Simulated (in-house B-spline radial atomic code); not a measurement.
A run on an ion of nuclear charge 65 with 65.8 electrons that did not converge. Method: scalar-relativistic (X2C) B97-1, spin-polarised, spherical fractional occupations, Fermi nucleus of rms radius 5.06 fm; computed with a B-spline radial code for spherical atoms.

Command:
```bash
python run_scf.py task.json out
```
Settings (nuclear radius in fm, mass in u):
```
Z                65
configuration    [Xe] 4f9.8 6s2
hamiltonian      x2c
method           b97_1
spin_polarised   True
nucleus          fermi
rms_radius       5.06
atomic_mass      158.92535
speed_of_light   137.035999084
```

First and last ten iterations of the last attempt (damped for 15 steps, keeping 80 % of the old Fock matrix, then DIIS):
```
 iter        energy (Eh)    residual
    1      -11663.800879    7.04e-01
    2      -11662.275188    1.32e+00
    3      -11684.888474    8.35e-01
    4      -11697.104192    5.00e-01
    5      -11703.218317    3.12e-01
    6      -11706.020064    2.03e-01
    7      -11707.196178    1.23e-01
    8      -11707.667860    7.49e-02
    9      -11707.871101    5.45e-02
   10      -11707.980139    3.89e-02
  111      -11705.381661    1.32e-01
  112      -11705.326404    1.33e-01
  113      -11707.838766    5.86e-02
  114      -11706.645690    1.08e-01
  115      -11707.814036    6.17e-02
  116      -11706.672380    1.12e-01
  117      -11706.687563    1.11e-01
  118      -11706.693489    1.10e-01
  119      -11706.693739    1.10e-01
  120      -11706.692351    1.10e-01
 not converged after 120 iterations
```

The smallest residual met was 3.9e-02; the threshold is about 6e-07. No energy from this run should be used. The likely cause: this method binds the added charge weakly or not at all at the basis-set limit, so charge moves back and forth between the atom and the box. Cost of the run: 8.5 s on 1 thread of Arm Neoverse N1 (shared host).
